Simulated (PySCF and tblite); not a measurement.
The numbers below are computed, except where a source is named.
C₇H₆O₂S₂, numbered as in [CH3:1][O:2][c:3]1[cH:4][s:5][c:6]2[cH:7][c:8]([OH:9])[s:10][c:11]12.

Geometries GFN2-xTB; weights from CAM-B3LYP-D3(BJ)/6-31G* energies and GFN2-xTB thermal corrections, with symmetry numbers and mirror pairs. Conformers within 2.5 kcal/mol (GFN2-xTB free energy) were kept, 4 at most. Run with PySCF (density fitting) and tblite.

Rotational constants are equilibrium values for the commonest isotopes; dipoles come from the energy level named.

Torsions listed: C1–O2–C3–C4, S10–C8–O9–H9.

| conformer | shape | symmetry |
| --- | --- | --- |
| 1 | 0°, 180° | Cs |
| 2 | 0°, 0° | Cs |
| 3 | 180°, 0° | Cs |

Give the rotational constants and dipole components, as needed to look for these species in a jet-cooled rotational spectrum.


| conformer | A (MHz) | B (MHz) | C (MHz) | abs μa (D) | abs μb (D) | abs μc (D) | κ | Ic−Ia−Ib (u Å²) |
| --- | --- | --- | --- | --- | --- | --- | --- | --- |
| 1 | 1474 | 651 | 453 | 0.37 | 1.26 | 0.00 | -0.61 | -3.2 |
| 2 | 1474 | 651 | 453 | 1.06 | 1.41 | 0.01 | -0.61 | -3.2 |
| 3 | 1220 | 793 | 482 | 1.25 | 2.50 | 0.00 | -0.16 | -3.2 |

Which type of transition is strongest for conformer 1?

b-type, since that component is clearly the largest; the top is asymmetric (κ = -0.61).


Conformer gaps in 6-31G* on xTB geometries can be 2 kcal/mol off for S=O, P=O and other polar bonds.